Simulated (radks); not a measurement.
Results of a calculation; reference values are marked as such.
Q: These are the eigenvalues of the occupied orbitals of an atom or ion with whole-number occupations (eV). Code: a radial shooting solver on a logarithmic mesh with Libxc functionals. Model: Dirac Kohn-Sham, Slater X-alpha with alpha = 0.67, spin-unpolarised, spherical densities, point nucleus.

orbital  eigenvalue
1s1/2     -55400.95
2s1/2     -9273.025
2p1/2     -8829.306
2p3/2     -7973.230
3s1/2     -2080.018
3p1/2     -1885.528
3p3/2     -1706.793
3d3/2     -1372.277
3d5/2     -1333.189
4s1/2     -420.2921
4p1/2     -343.1129
4p3/2     -302.8468
4d3/2     -175.6014
4d5/2     -168.2996
5s1/2      -63.2893
5p1/2      -42.4436
5p3/2      -37.3598
4f5/2      -16.4962
4f7/2      -15.5176

Which element is it, and in what charge state? The configuration may be excited. Open shells, if any, fill j = l - 1/2 first.

A: Z = 67, holmium, charge +2: Ho2+ in [Xe] 4f11. The list shows which subshells hold electrons but not how many an open one holds; the 1s level, -2035.9 hartree, gives Z - s = 63.8 by -(Z - s)^2/2, which with screening and relativity narrows Z to a few neighbours, and the depths of the outer levels then fix element, charge and occupations together.
